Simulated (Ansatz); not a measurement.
Molecule: chloro(difluoro)methane, CHClF2, net charge 0, singlet state. 
Structure (B3LYP-D3(BJ)/def2-TZVP (Ansatz, an electronic-structure program) minimum search):
```
C
F 1 1.3432
F 1 1.3432 2 108.21
H 1 1.0879 2 110.03 3 120.24
Cl 1 1.7787 4 109.10 3 120.43
```

Problem. Give the harmonic wavenumbers at B3LYP-D3(BJ)/def2-TZVP (Ansatz, finite differences of forces, unscaled).

Solution. 361, 402, 592, 784, 1103, 1116, 1320, 1368, 3129 cm⁻¹. Zero-point energy 14.5 kcal/mol.

Problem. From these and the geometry, give the ideal-gas thermochemistry at 298.15 K and 1 atm (rigid rotor, harmonic oscillator).

Solution. Point group Cs, rotational symmetry number 1. Rotational constants 10.18, 4.738, 3.438 GHz. S(trans) 39.28, S(rot) 25.08, S(vib) 2.93, S(elec, spin only) 0.00, S 67.3 cal/(mol K). H(298) - H(0) 2.98 kcal/mol; G - E(el) -2.5 kcal/mol. Tabulated S at 1 bar: 67.1 cal/(mol K) (CRC Handbook, as tabulated in the package chemicals).
